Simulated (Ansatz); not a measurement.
Total energies of the cluster Al₂Ga₂As₄ (the lowest singlet isomer of a short search) from Ansatz at PBE-D4/def2-SVP, gas phase (1 Eh = 27.2114 eV = 2625.5 kJ/mol). The reference geometry is relaxed at PBE-D4/def2-SVP.

```
atom   x (Å)   y (Å)   z (Å)
 Al1   1.550   0.089  -0.918
 Al2  -0.465   1.553   0.247
 Ga3  -2.058  -1.238  -1.546
 Ga4   0.991   0.481   2.399
 As5   0.523  -1.802  -1.817
 As6  -2.217   0.136   0.807
 As7   1.827   2.199   0.159
 As8  -0.152  -1.419   0.669
```

```json
{"state": "charge 0 singlet", "geometry": "reference", "energy (Eh)": "-13274.39207"}
{"state": "charge 1 doublet", "geometry": "reference", "energy (Eh)": "-13274.13801"}
{"state": "charge -1 doublet", "geometry": "reference", "energy (Eh)": "-13274.44541"}
{"state": "free Al atom (doublet)", "geometry": "–", "energy (Eh)": "-242.14160"}
{"state": "free Ga atom (doublet)", "geometry": "–", "energy (Eh)": "-1924.26790"}
{"state": "free As atom (quartet)", "geometry": "–", "energy (Eh)": "-2235.19489"}
```

(1) Work out the vertical ionisation energy to the doublet.

(2) Work out the vertical electron affinity, to the doublet.

(3) Give the fundamental gap IE − EA, the Mulliken electronegativity (IE + EA)/2 and the hardness (IE − EA)/2.

(4) What is the binding energy per atom against free atoms?

(1) E(charge 1 doublet) − E(charge 0 singlet) = -13274.13801 − (-13274.39207) = 0.25406 Eh = 6.91 eV. For comparison, −ε of the highest occupied level is 4.92 eV at this level, 1.99 eV less.

(2) E(charge 0 singlet) − E(charge -1 doublet) = -13274.39207 − (-13274.44541) = 0.05334 Eh = 1.45 eV. The basis lacks diffuse functions, which makes affinities too small.

(3) From the values in Eh: IE − EA = 0.25406 − 0.05334 = 0.20072 Eh = 5.46 eV; (IE + EA)/2 = 4.18 eV; (IE − EA)/2 = 2.73 eV. The HOMO–LUMO gap of the same run is 1.66 eV, 3.80 eV smaller than the fundamental gap.

(4) Atoms: 2 × (-242.14160) + 2 × (-1924.26790) + 4 × (-2235.19489) = -13273.59856 Eh. Binding: -13273.59856 − (-13274.39207) = 0.79351 Eh = 21.59 eV, or 2.70 eV for each of 8 atoms (no zero-point energy, no counterpoise term).

At PBE-D4/def2-SVP the highest occupied level of the charge -1 doublet lies above zero (up to 0.41 eV). By energy differences its removal costs 1.45 eV (vertical, to the charge 0 singlet, at PBE-D4/def2-SVP); self-interaction error and the lack of diffuse functions both raise the level.  

The structure comes from a short search, and lower isomers may exist.
